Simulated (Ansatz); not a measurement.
Start from `C[S][InH2]` and change one atom or group to get `[Li][S]C`.

Ansatz, PBE0-D4/def2-TZVP geometries, multiplicity 1. 

Elements past krypton have def2 core potentials.

```tsv
property	`C[S][InH2]`
size of the dipole moment (PBE/def2-TZVPP) / D	1.38
size of the dipole moment (B3LYP/def2-TZVPP) / D	1.44
HOMO energy (B3LYP/def2-TZVPP) / eV	-6.63
LUMO energy (PBE/def2-TZVPP) / eV	-2.25
LUMO energy (PBE0/def2-TZVPP) / eV	-1.57
ideal-gas entropy at 298 K and 1 bar (rigid rotor, harmonic PBE0-D4/def2-TZVP) / J/(mol·K)	337
```

(1) What does the change do to each property? (An estimate is asked.)

Results:

(1) The calculation gave: 
| property | `[Li][S]C` | shift |
| --- | --- | --- |
| size of the dipole moment (PBE/def2-TZVPP) / D | 6.27 | 4.89 |
| size of the dipole moment (B3LYP/def2-TZVPP) / D | 6.43 | 4.99 |
| HOMO energy (B3LYP/def2-TZVPP) / eV | -4.91 | 1.72 |
| LUMO energy (PBE/def2-TZVPP) / eV | -1.79 | 0.46 |
| LUMO energy (PBE0/def2-TZVPP) / eV | -1.28 | 0.29 |
| ideal-gas entropy at 298 K and 1 bar (rigid rotor, harmonic PBE0-D4/def2-TZVP) / J/(mol·K) | 293 | -44 |

With PBE0 the HOMO rises by 1.72 eV and the LUMO rises by 0.29 eV, so the gap narrows by about 1.43 eV. PBE moves the HOMO by 1.72 eV and ωB97M-V by 1.70 eV. The zero-point energy changes by -31.7 kJ/mol with -6 modes. Dipoles are sizes alone; their direction can turn. Modes under 60 cm⁻¹, often nearly free rotors, make the harmonic entropy too high.

B3LYP here is the variant with VWN-RPA as its local correlation; programs differ in this.
